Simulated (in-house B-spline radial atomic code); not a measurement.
Ta IX (Ta8+): [Ar] 3d10 4s1 4p6 4d10 4f13 5s2 5p5 (with a hole in an inner shell)

All numbers are computed (Dirac-Hartree-Fock, average of configuration; Fermi nucleus of rms radius 5.3507 fm) with a radial B-spline atomic code at the basis-set limit, not measured.

Z_r = [3n² - l(l+1)]/(2<r>); Z_e = n√(-2ε); the last column is Slater's effective charge. Values are occupation-weighted means over j. An effective charge above Z reflects the relativistic contraction of the inner shells.

| shell | electrons | ε (eV) | <r> (bohr) | Z_r | Z_e | Slater |
| --- | --- | --- | --- | --- | --- | --- |
| 1s | 2 | -67993 | 0.01866 | 80.38 | 70.69 | 72.70 |
| 2s | 2 | -11939 | 0.07829 | 76.64 | 59.24 | 68.85 |
| 2p | 6 | -10543 | 0.07014 | 71.28 | 55.67 | 68.85 |
| 3s | 2 | -2905.9 | 0.204 | 66.19 | 43.84 | 61.75 |
| 3p | 6 | -2479.3 | 0.2036 | 61.40 | 40.50 | 61.75 |
| 3d | 10 | -1947.5 | 0.1856 | 56.59 | 35.89 | 51.85 |
| 4s | 1 | -737.15 | 0.4588 | 52.31 | 29.44 | 45.60 |
| 4p | 6 | -586.08 | 0.4839 | 47.53 | 26.25 | 45.60 |
| 4d | 10 | -392.73 | 0.5166 | 40.65 | 21.49 | 34.85 |
| 5s | 2 | -205.54 | 1.039 | 36.08 | 19.43 | 17.40 |
| 4f | 13 | -177.67 | 0.5778 | 31.15 | 14.45 | 23.80 |
| 5p | 5 | -163.31 | 1.155 | 31.61 | 17.32 | 17.40 |

The least bound orbital is 5p3/2 at -159.3 eV, and it is also the most diffuse (<r> = 1.177 bohr). The part-filled 4s shell lies below the filled 5s shell in orbital energy.

Spin-orbit splittings of the orbital energies (j = l + 1/2 above j = l - 1/2 when positive): 2p 1273 eV, 3p 278.6 eV, 3d 60.07 eV, 4p 65.52 eV, 4d 12.39 eV, 4f 2.316 eV, 5p 11.89 eV.

For the 1s electron the small component carries 7.56 % of the norm, the zero-frequency Breit interaction raises the level by 232.3 eV, self-energy by 144.7 eV, and vacuum polarisation lowers it by 26.96 eV.
